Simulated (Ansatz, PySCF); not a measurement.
Caution: the highest occupied level lies above zero, a sign of self-interaction error and of too few diffuse functions. This triplet lies 0.27 eV below the relaxed singlet at the level frozen-core CCSD(T)/aug-cc-pVTZ // PBE-D3(BJ)/def2-SVPD (Ansatz, a program for electronic structure).

**H$_{4}$BSi, SMILES `[BH-][SiH3]` (lower triplet) (charge -1, multiplicity 3)**

Method: PBE-D3(BJ)/def2-TZVPD // PBE-D3(BJ)/def2-SVPD (PySCF).

| Quantity | Result |
|---|---|
| highest occupied spin orbital | 1.55 eV |
| total energy | -8611.86 eV |
| cost | very roughly 100 core-seconds |

```xyz
6

B      1.4331    -0.3906    -0.2295
Si    -0.4557     0.0136    -0.0368
H      2.5108    -0.0483     0.2291
H     -1.1499    -0.2139     1.3277
H     -1.3729    -0.8040    -0.9510
H     -0.9653     1.4433    -0.3396
```
Charge -1, spin multiplicity 3.
